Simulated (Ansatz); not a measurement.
Job for Ansatz (a program for electronic structure): R-B3LYP-D3(BJ)/def2-TZVP on I2 (SMILES II). Elements past Kr take the def2 small-core potentials; no spin–orbit coupling.

Ansatz 0.2 input:
```yaml
crystal:
  periodic: [false, false, false]
  atoms:
    - {symbol: I, position_ang: [0.00000000, 0.00000000, -1.33500000]}
    - {symbol: I, position_ang: [0.00000000, 0.00000000, 1.33500000]}
basis:
  gaussian:
    orbitals: def2-TZVP
hamiltonian:
  xc: b3lyp
  dispersion: d3bj
relax: {f_tol: 0.004, max_steps: 120}
scf: {lower_state_search: off}
```

Program output:

```
WARN ansatz: RAYON_NUM_THREADS=4 ignored (pool sized by the plan → 4); use --threads N
Functional definition: B3LYP
these checks for a lower state are left out or cut short: stability, starts, cluster_reference, orbital_swaps, neighbouring_geometries, increment
integrals: 0.03 GiB planned
822 factors; their error is unknown
mean field: 0.33 GiB planned
mean field evaluation 1: about -16207.2526 eV, gradient 6.6e0 eV
mean field evaluation 2: about -16207.3216 eV, gradient 3.8e0 eV
mean field evaluation 4: about -16207.3384 eV, gradient 2.3e-1 eV
mean field evaluation 8: about -16207.7886 eV, gradient 1.7e-2 eV
mean field evaluation 16: about -16207.7886 eV, gradient 2.0e-5 eV
mean field -16207.78864908 eV, -595.6252468200 hartree, gradient 1.0e-6 eV, S^2 0.000000; 0 other end points of the search recorded, 0 dependent functions left out
the calculation of the forces begins
reference -16207.78882836 eV, -595.6252534083 hartree; 25, 25 occupied and 75, 75 virtual orbitals, 822 factors
relax step   1: F+E_penalty+E_count = -16207.90079650 eV  Δ(F+E_penalty+E_count) = +0.000e0 eV  max|allowed force component| = 2.718e-1 eV/Å  Δτ_max = 0.0000 Å  (16 SCF iters, accepted)
these checks for a lower state are left out or cut short: stability, starts, cluster_reference, orbital_swaps, neighbouring_geometries, increment
integrals: 0.03 GiB planned
822 factors; their error is unknown
mean field: 0.33 GiB planned
mean field -16207.79113517 eV, -595.6253381819 hartree, gradient 4.8e-7 eV, S^2 0.000000; 0 other end points of the search recorded, 0 dependent functions left out
the calculation of the forces begins
reference -16207.79131499 eV, -595.6253447902 hartree; 25, 25 occupied and 75, 75 virtual orbitals, 822 factors
relax step   2: F+E_penalty+E_count = -16207.90294361 eV  Δ(F+E_penalty+E_count) = -2.147e-3 eV  max|allowed force component| = 1.526e-1 eV/Å  Δτ_max = 0.0199 Å  (20 SCF iters, accepted)
these checks for a lower state are left out or cut short: stability, starts, cluster_reference, orbital_swaps, neighbouring_geometries, increment
integrals: 0.03 GiB planned
822 factors; their error is unknown
mean field: 0.33 GiB planned
mean field evaluation 32: about -16207.7922 eV, gradient 2.5e-3 eV
mean field -16207.79216564 eV, -595.6253760513 hartree, gradient 5.6e-7 eV, S^2 0.000000; 0 other end points of the search recorded, 0 dependent functions left out
the calculation of the forces begins
reference -16207.79234527 eV, -595.6253826524 hartree; 25, 25 occupied and 75, 75 virtual orbitals, 822 factors
relax step   3: F+E_penalty+E_count = -16207.90409933 eV  Δ(F+E_penalty+E_count) = -1.156e-3 eV  max|allowed force component| = 7.656e-3 eV/Å  Δτ_max = 0.0071 Å  (20 SCF iters, accepted)
these checks for a lower state are left out or cut short: stability, starts, cluster_reference, orbital_swaps, neighbouring_geometries, increment
integrals: 0.03 GiB planned
822 factors; their error is unknown
mean field: 0.33 GiB planned
mean field -16207.79216218 eV, -595.6253759240 hartree, gradient 3.8e-7 eV, S^2 0.000000; 0 other end points of the search recorded, 0 dependent functions left out
the calculation of the forces begins
reference -16207.79234180 eV, -595.6253825248 hartree; 25, 25 occupied and 75, 75 virtual orbitals, 822 factors
relax step   4: F+E_penalty+E_count = -16207.90410214 eV  Δ(F+E_penalty+E_count) = -2.807e-6 eV  max|allowed force component| = 5.873e-5 eV/Å  Δτ_max = 0.0004 Å  (20 SCF iters, accepted)
Total energy: -16207.90428175 eV, -595.6294962423 hartree
Atom 0 at     0.000000    -0.000000    -1.347366 Å, force     0.000000    -0.000000     0.000059 eV/Å
Atom 1 at    -0.000000     0.000000     1.347366 Å, force    -0.000000     0.000000    -0.000059 eV/Å
Dipole moment:    -0.000000    -0.000000     0.000000 e Å
Checks for a lower state left out: stability, starts, cluster_reference, orbital_swaps, neighbouring_geometries, increment
```

Self-consistency was reached.

Cost: around 11 core-seconds (rough).
